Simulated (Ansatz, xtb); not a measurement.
## Two isomers of C5H6N2O2

Structure a is `COc1cc(C=O)[nH]n1`, a singlet and structure b is `COc1n[nH]cc1C=O`, a singlet. Both are isolated molecules in the gas phase, relaxed with PBE0-D3(BJ)/def2-SVP; each stands in its lowest conformer found.

Quicker runs give these differences E(b) − E(a): GFN2-xTB −0.86 kcal/mol; HF/STO-3G −1.07 kcal/mol (at GFN2-xTB geometries); r2SCAN-D4/def2-SVP +0.09 kcal/mol (at GFN2-xTB geometries).

Q: Which of the two would you expect CCSD(T)/def2-SVP + ΔMP2/def2-TZVPP electronic energies to favour?

A: CCSD(T)/def2-SVP + ΔMP2/def2-TZVPP gives E(b) − E(a) = −0.50 kcal/mol, slightly favouring structure b, which is too small a margin to settle the true order.

Level by level:

```json
{"level": "GFN2-xTB", "geometry": "GFN2-xTB", "E(b) − E(a) (kcal/mol)": "−0.86", "departure from the last row (kcal/mol)": "−0.36", "job, with rough time for the two": "optimisation, 0.17 s"}
{"level": "HF/STO-3G", "geometry": "GFN2-xTB", "E(b) − E(a) (kcal/mol)": "−1.07", "departure from the last row (kcal/mol)": "−0.57", "job, with rough time for the two": "single point, 0.88 s"}
{"level": "r2SCAN-D4/def2-SVP", "geometry": "GFN2-xTB", "E(b) − E(a) (kcal/mol)": "+0.09", "departure from the last row (kcal/mol)": "+0.59", "job, with rough time for the two": "single point, 9.6 s"}
{"level": "PBE0-D3(BJ)/def2-SVP", "geometry": "PBE0-D3(BJ)/def2-SVP", "E(b) − E(a) (kcal/mol)": "−0.57", "departure from the last row (kcal/mol)": "−0.07", "job, with rough time for the two": "optimisation, 91 s"}
{"level": "HF/def2-SVP", "geometry": "PBE0-D3(BJ)/def2-SVP", "E(b) − E(a) (kcal/mol)": "−3.70", "departure from the last row (kcal/mol)": "−3.20", "job, with rough time for the two": "part of the CCSD(T) run"}
{"level": "MP2/def2-SVP", "geometry": "PBE0-D3(BJ)/def2-SVP", "E(b) − E(a) (kcal/mol)": "+0.52", "departure from the last row (kcal/mol)": "+1.03", "job, with rough time for the two": "part of the CCSD(T) run"}
{"level": "CCSD(T)/def2-SVP", "geometry": "PBE0-D3(BJ)/def2-SVP", "E(b) − E(a) (kcal/mol)": "−1.16", "departure from the last row (kcal/mol)": "−0.66", "job, with rough time for the two": "single point"}
{"level": "CCSD(T)/def2-SVP + ΔMP2/def2-TZVPP", "geometry": "PBE0-D3(BJ)/def2-SVP", "E(b) − E(a) (kcal/mol)": "−0.50", "departure from the last row (kcal/mol)": "", "job, with rough time for the two": "single point, 6.5 min"}
```

As drawn, both hold the same kinds of bond in the same numbers.

The largest departure from CCSD(T)/def2-SVP + ΔMP2/def2-TZVPP is that of HF/def2-SVP, 3.20 kcal/mol. The last row adds to CCSD(T) the change of the MP2 difference between the two basis sets, here +0.66 kcal/mol.

With thermal terms from frequencies at re-optimised GFN2-xTB minima (ideal gas, soft modes damped towards free rotors, one conformer each, 298.15 K, 1 atm): the zero-point term adds +0.10 kcal/mol; ΔH is −0.40 and ΔG −0.46 kcal/mol.

The correlated steps freeze 9 core orbitals. Run with Ansatz 0.2.0, xtb 6.7.1; the last row on 2 threads of Arm Neoverse V1 on a shared host.
